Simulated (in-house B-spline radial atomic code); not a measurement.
A radial electron density 4πr²n(r) was computed for an atom or ion in its tabulated ground configuration with a B-spline radial code for spherical atoms; method: Dirac-Kohn-Sham PBE0, spherical fractional occupations, exact exchange averaged over the configuration. Columns: r (bohr), 4πr²n(r) (electrons per bohr), bar.

```
 0.00159    1.627 #
 0.00193    2.294 ##
 0.00235    3.232 ##
 0.00285    4.492 ###
 0.00345     6.17 ####
 0.00419    8.433 ######
 0.00508    11.35 ########
 0.00616    15.06 ###########
 0.00748    19.65 ##############
 0.00907    25.03 ##################
   0.011    31.05 ######################
  0.0134    37.47 ###########################
  0.0162    43.23 ###############################
  0.0197    47.91 ##################################
  0.0238    50.38 ####################################
  0.0289    50.31 ####################################
  0.0351    47.87 ##################################
  0.0426    44.48 ################################
  0.0516    42.46 ##############################
  0.0626    44.01 ################################
   0.076     49.7 ####################################
  0.0922    57.09 #########################################
   0.112    61.45 ############################################
   0.136    58.65 ##########################################
   0.165    49.42 ###################################
     0.2    39.95 #############################
   0.242    36.97 ##########################
   0.294    41.19 #############################
   0.357    45.53 #################################
   0.433     42.2 ##############################
   0.525    30.98 ######################
   0.637    18.47 #############
   0.772    10.87 ########
   0.937    8.305 ######
    1.14    7.182 #####
    1.38    5.116 ####
    1.67    2.603 ##
    2.03   0.8665 #
    2.46   0.1855 
    2.99  0.02231 
    3.62 0.001465 
     4.4 4.236e-05
```

(1) Which atom or ion is it?
A. Nb6+
B. Tc7+
C. Zr6+
D. Zr5+

Answers

(1) C. The area under the curve, ∫4πr²n dr = ∫r·4πr²n d(ln r) on this logarithmic grid, is 34 electrons, which only this option has. The configuration is [Ar] 3d10 4s2 4p4.
